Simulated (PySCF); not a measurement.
PySCF input:

```python
from pyscf import gto, scf, dft

mol = gto.M(
    atom='''
    Be   -0.28147422    0.00597278    0.16614737
    H     0.98409984   -0.59325155    0.40208507
    H     0.14179705    0.56936044   -1.06667454
    ''',
    basis='def2-tzvpd',
    charge=1,
    spin=1,
    verbose=4,
)

mf = dft.UKS(mol, xc='m062x').density_fit(auxbasis='def2-universal-jkfit')
mf.grids.level = 4
mf.conv_tol = 1e-9
mf.max_cycle = 100
mf.max_memory = 1500
mf.kernel()
if not mf.converged:
    mf = mf.newton()
    mf.kernel(mf.make_rdm1())
for _ in range(2):
    mo, _, stable, _ = mf.stability(return_status=True)
    if stable:
        break
    mf.kernel(mf.make_rdm1(mo, mf.mo_occ))
mf.analyze()
```

**Question.** Which total energy does the run end on?

**Answer.** -15.47267 Eh (M06-2X/def2-TZVPD).
